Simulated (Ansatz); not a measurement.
Mulliken charges of C$_{2}$H$_{4}$FIn (`C=[CH][InH][F]`) from PBE/def2-TZVPP in Ansatz (PBE0-D4/def2-TZVP geometry).

| atom | x (Å) | y (Å) | z (Å) | charge (e) |
| --- | --- | --- | --- | --- |
| C1 | -0.912 | 1.086 | -0.029 | -0.185 |
| C2 | 0.360 | 0.747 | -0.223 | -0.252 |
| In3 | 0.919 | -1.267 | 0.063 | 0.678 |
| F4 | -0.746 | -2.185 | 0.589 | -0.476 |
| H5 | -1.661 | 0.357 | 0.270 | 0.118 |
| H6 | -1.259 | 2.109 | -0.161 | 0.098 |
| H7 | 1.075 | 1.508 | -0.521 | 0.103 |
| H8 | 2.224 | -2.355 | 0.011 | -0.084 |

Task: By hand: the dipole of these point charges (1 e Å = 4.8032 D).

Result: Σ q r = (0.661, 0.394, -0.215) e Å, of length 0.799 e Å = 3.84 D.

Task: How does the dipole of the full density compare? (Best estimate.)

Result: Ansatz gave: (0.424, 0.454, -0.178) e Å, 3.10 D; the point charges give 1.24 times that, at 16° from its direction.

Point charges leave out the atoms' own dipoles, such as those of lone pairs, and Mulliken's split depends on the basis, so the two needn't agree.
